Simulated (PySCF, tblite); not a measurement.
Species: C₈H₁₂P₂.
SMILES with atom numbers: `[CH3:1][c:2]1[cH:3][p:4][cH:5][p:6][c:7]1[CH:8]([CH3:9])[CH3:10]` (hydrogens: H11, H12, H13 on C1; H14 on C3; H15 on C5; H16 on C8; H17, H18, H19 on C9; H20, H21, H22 on C10)

Structure optimised with GFN2-xTB, isolated species.

Entries marked ? are missing. Bonds in one row agree within 0.01 Å.

```csv
coordinate,value
C1–C2,1.509 Å
C2–C3,1.390 Å
C3–P4,?
P4–C5,?
C5–P6,1.722 Å
P6–C7,?
C7–C8,1.519 Å
"C8–C9, C8–C10",1.530 Å
C2–C7,1.395 Å
"C1–H11, C1–H12, C1–H13",1.088 Å
C3–H14,1.085 Å
C5–H15,1.087 Å
C8–H16,1.092 Å
C9–H17 and 5 like bonds,1.088 Å
C1–C2–C3,115.4°
C1–C2–C7,119.5°
C3–C2–C7,?
C2–C3–P4,130.9°
C3–P4–C5,102.0°
P4–C5–P6,?
C5–P6–C7,104.9°
P6–C7–C8,113.5°
C2–C7–P6,126.0°
C2–C7–C8,120.3°
C7–C8–C9,109.1°
C7–C8–C10,112.1°
C9–C8–C10,?
```

**Question.** Fill in the missing values.

**Answer.** 
- C3–P4 = 1.728 Å, aromatic (ends: aromatic CH carbon; phosphorus bonded to 2 C); 0.07 Å below the sum of covalent radii, 1.80 Å.
- P4–C5 = 1.726 Å, aromatic (ends: phosphorus bonded to 2 C; aromatic CH carbon); 0.07 Å below the sum of covalent radii, 1.80 Å.
- P6–C7 = 1.752 Å, aromatic (ends: phosphorus bonded to 2 C; substituted aromatic carbon); 0.05 Å below the sum of covalent radii, 1.80 Å.
- C3–C2–C7 = 125.1°, at the substituted aromatic carbon, inside a 6-membered ring; the outer atoms are 2.471 Å apart.
- P4–C5–P6 = 131.0°, at the aromatic CH carbon, inside a 6-membered ring; the outer atoms are 3.137 Å apart.
- C9–C8–C10 = 109.9°, at the benzylic-type carbon; the outer atoms are 2.505 Å apart.

Radii are Cordero's, carbon taken as 0.76, 0.73 or 0.69 Å for four, three, and two or fewer neighbours.

Its GFN2-xTB frequencies are all real (lowest 40 cm⁻¹). One conformer, not necessarily the lowest (P6–C7–C8–C9 -80°). 2 starts were optimised and ended at 0.00 and 0.03 kcal/mol (GFN2-xTB); the lowest of these is shown.

These are computed values.
